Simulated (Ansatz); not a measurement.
## Abstraction of H: SiH(OH)3 + C2H2N → Si(OH)3 + C2H3N

Species: SiH(OH)3, singlet; C2H2N `[CH2]C#N`, doublet; Si(OH)3, doublet; C2H3N `CC#N`, singlet. A radical takes H: the energy is the difference in strength between the Si–H bond broken and the C–H bond made.

Shapes, held fixed at every level: PBE0-D4/def2-TZVP. Flexible molecules stand in one conformer, not always the lowest. Programs: Ansatz 0.2.0. The zero-point and thermal change to 298 K, harmonic and unscaled (PBE0-D4/def2-TZVP), is +11.8 kJ/mol.

```
                level                    kind  ΔH(298 K) (kJ/mol)  CPU time (sum over the molecules)
        HF/def2-TZVPP            Hartree–Fock               +41.6                                  –
     SPW92/def2-TZVPP                     LDA                -9.2                              7.3 s
    PBE-D4/def2-TZVPP                     GGA                -1.1                               14 s
 r2SCAN-D4/def2-TZVPP                meta-GGA               +14.3                               26 s
   PBE0-D4/def2-TZVPP           global hybrid                +4.7                               17 s
r2SCAN0-D4/def2-TZVPP           global hybrid               +16.2                               27 s
   wB97M-V/def2-TZVPP  range-separated hybrid               +13.1                               50 s
    B2PLYP/def2-TZVPP           double hybrid                +7.0                               27 s
```

B2PLYP/def2-TZVPP gives ΔH(298 K) = +7.0 kJ/mol; the levels span -9.2 to +41.6. They disagree on the sign: 6 of 8 are positive. The median of the levels is +10.1. No measured value is set beside it here. Spin contamination: C2H2N (⟨S²⟩ up to 0.93). Open shells run unrestricted. Times are processor times on shared x86 and Arm servers, and rough.
